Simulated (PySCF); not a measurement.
Atom-mapped SMILES (the numbers label the heavy atoms): `[CH3:1][CH:2]([CH3:3])[c:4]1[cH:5][cH:6][cH:7][cH:8][c:9]1[NH2:10]` (H(Xn): hydrogen on atom n).

Geometry: PBE0-D3(BJ)/def2-SVP; GIAO shifts from PySCF, gas phase, non-relativistic, averaged over equivalent atoms.

At B3LYP/pcSseg-1 (235 basis functions, 33 s wall time on 1 thread of an x86-64 server CPU, shared host):
```json
{"atoms": "C9", "δ (ppm)": "150.2"}
{"atoms": "C4", "δ (ppm)": "135.1"}
{"atoms": "C7", "δ (ppm)": "133.1"}
{"atoms": "C5", "δ (ppm)": "130.3"}
{"atoms": "C6", "δ (ppm)": "122.8"}
{"atoms": "C8", "δ (ppm)": "117.8"}
{"atoms": "C2", "δ (ppm)": "32.8"}
{"atoms": "C1/C3", "δ (ppm)": "22.8"}
{"atoms": "N10", "δ (ppm)": "76.0"}
{"atoms": "H(C7)", "δ (ppm)": "7.03"}
{"atoms": "H(C5)", "δ (ppm)": "7.00"}
{"atoms": "H(C6)", "δ (ppm)": "6.70"}
{"atoms": "H(C8)", "δ (ppm)": "6.48"}
{"atoms": "H(N10)", "δ (ppm)": "3.14"}
{"atoms": "H(C2)", "δ (ppm)": "2.26"}
{"atoms": "H(C1)/H(C3)", "δ (ppm)": "1.25"}
```

Scale: 13C (179.24 ppm), 1H (31.38 ppm) vs TMS; 15N (263.54 ppm) against NH3 (reference shieldings calculated alike).

Question: What do these become at PBE0/pcSseg-1?

Answer: 
| atoms | δ at PBE0/pcSseg-1 | change |
| --- | --- | --- |
| C9 | 148.6 | -1.6 |
| C4 | 133.5 | -1.6 |
| C7 | 132.7 | -0.4 |
| C5 | 130.0 | -0.3 |
| C6 | 122.4 | -0.4 |
| C8 | 117.4 | -0.4 |
| C2 | 31.1 | -1.7 |
| C1/C3 | 22.1 | -0.7 |
| N10 | 73.4 | -2.6 |
| H(C7) | 7.17 | +0.14 |
| H(C5) | 7.13 | +0.13 |
| H(C6) | 6.83 | +0.13 |
| H(C8) | 6.60 | +0.12 |
| H(N10) | 3.19 | +0.05 |
| H(C2) | 2.26 | +0.00 |
| H(C1)/H(C3) | 1.24 | -0.01 |

References, each an isolated molecule treated in the same way: 13C (σ = 184.41 ppm) and 1H (σ = 31.27 ppm) against TMS; 15N (σ = 265.67 ppm) against NH3.

The largest change is at N10 (aniline-type nitrogen). Cost: 235 basis functions, 32 s wall time on 1 thread of an x86-64 server CPU, shared host. The order of the carbon signals is the same at both levels.

Experimental scales use liquid or dissolved standards, which lie at an offset from isolated NH3 (liquid NH3: subtract about 20 ppm).
